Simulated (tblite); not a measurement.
Input of a run (GFN2-xTB geometry optimisation, gas phase (tblite 0.8.0)), started from a force field or distance geometry:
```
{"job": {"kind": "relax", "xc": "GFN2-xTB", "basis": "xTB"}, "charge": 0, "multiplicity": 2}
C      3.070000     0.867000     0.492900
C      2.123200     0.159300     0.220100
Si     0.729700    -0.924700    -0.164100
O      0.895700    -1.908500    -1.562900
O      0.098200    -1.736900     1.145100
C     -1.149600    -0.995500     1.066700
C     -0.832600    -0.191600    -0.021700
C     -1.551100     0.875200    -0.760000
H      3.886000     1.494800     0.726800
H     -2.042600    -1.047500     1.681200
H     -1.807300     1.701700    -0.075900
H     -0.925000     1.252000    -1.586900
H     -2.499000     0.455300    -1.178900
```

Output (eV, eV/Å):
```
step      E/eV     max force
  0    -624.06503    9.866
  1    -625.57602    5.310
  2    -625.11670   10.402
  3    -625.77981    2.410
  4    -625.81461    2.526
  5    -625.87086    0.685
  6    -625.90923    0.569
  7    -625.94520    1.116
  8    -625.96701    0.648
  9    -625.98398    0.293
 10    -625.99592    0.382
 11    -626.00486    0.380
 12    -626.01233    0.246
 13    -626.01690    0.191
 14    -626.01950    0.148
 15    -626.02105    0.108
 16    -626.02266    0.112
 17    -626.02436    0.136
 18    -626.02583    0.124
 19    -626.02696    0.099
 20    -626.02797    0.096
 21    -626.02920    0.130
 22    -626.03078    0.164
 23    -626.03252    0.138
 24    -626.03410    0.142
 25    -626.03542    0.144
 26    -626.03654    0.110
 27    -626.03745    0.127
 28    -626.03831    0.102
 29    -626.03932    0.087
 30    -626.04076    0.128
 31    -626.04278    0.168
 32    -626.04514    0.172
 33    -626.04733    0.117
 34    -626.04899    0.099
 35    -626.05001    0.090
 36    -626.05056    0.068
 37    -626.05096    0.108
 38    -626.05126    0.075
 39    -626.05152    0.051
 40    -626.05170    0.030
 41    -626.05180    0.035
 42    -626.05195    0.042
 43    -626.05213    0.042
 44    -626.05232    0.039
 45    -626.05247    0.039
 46    -626.05265    0.043
 47    -626.05290    0.057
 48    -626.05323    0.059
 49    -626.05351    0.042
 50    -626.05367    0.025
 51    -626.05375    0.023
 52    -626.05382    0.023
 53    -626.05390    0.032
 54    -626.05398    0.032
 55    -626.05406    0.026
 56    -626.05416    0.032
 57    -626.05430    0.041
 58    -626.05446    0.062
 59    -626.05467    0.067
 60    -626.05491    0.054
 61    -626.05516    0.053
 62    -626.05534    0.034
 63    -626.05543    0.027
 64    -626.05548    0.023
 65    -626.05555    0.029
 66    -626.05563    0.030
 67    -626.05569    0.020
 68    -626.05571    0.011
 69    -626.05572    0.011
 70    -626.05574    0.012
 71    -626.05576    0.017
 72    -626.05579    0.015
 73    -626.05582    0.022
 74    -626.05586    0.025
 75    -626.05592    0.025
 76    -626.05600    0.032
 77    -626.05607    0.024
 78    -626.05611    0.013
 79    -626.05612    0.011
 80    -626.05614    0.014
 81    -626.05618    0.023
 82    -626.05623    0.027
 83    -626.05628    0.022
 84    -626.05632    0.016
 85    -626.05636    0.017
 86    -626.05642    0.027
 87    -626.05651    0.034
 88    -626.05660    0.026
 89    -626.05666    0.019
 90    -626.05671    0.019
 91    -626.05676    0.030
 92    -626.05682    0.028
 93    -626.05685    0.017
 94    -626.05686    0.009
```

Problem. Summarise the run.

Solution. The energy falls by 192.2 kJ/mol over 94 L-BFGS steps, the largest force on an atom goes from 9.87 to 0.009 eV/Å, and the atoms move by 0.271 Å rms after alignment. The bond that changes most is Si3–C7 (ends: silicon bonded to 2 C and 2 O; carbon bonded to 2 C and Si), which lengthens by 0.495 Å. Bonds longer at the end by more than 0.005 Å: 3 of 13; shorter: 8. Among the angles that change most is C2–Si3–C7, from 115.1° to 93.4°. Among the dihedrals that turn most is C2–Si3–O5–C6, from 113° to 87°. The energy rose by more than 1e-5 eV at step 2. The first step brought 76 % of the lowering.

Problem. What are the final bond lengths?

Solution. C1≡C2 1.202 Å, C2–Si3 1.847 Å, Si3–O4 1.512 Å, Si3–O5 1.687 Å, O5–C6 1.361 Å, C6=C7 1.306 Å, C7–C8 1.452 Å, Si3–C7 2.226 Å, C1–H9 1.052 Å, C6–H10 1.083 Å, C8–H11 1.093 Å, C8–H12 1.091 Å, C8–H13 1.092 Å. Numbering counts from 1 in the input's order; the species is `C#C[Si@@]1([O])OC=C1C` [radical].

GFN2-xTB frequencies show an imaginary mode (90i cm⁻¹), so the point is no minimum at that level.

The numbers are calculated, not measured.
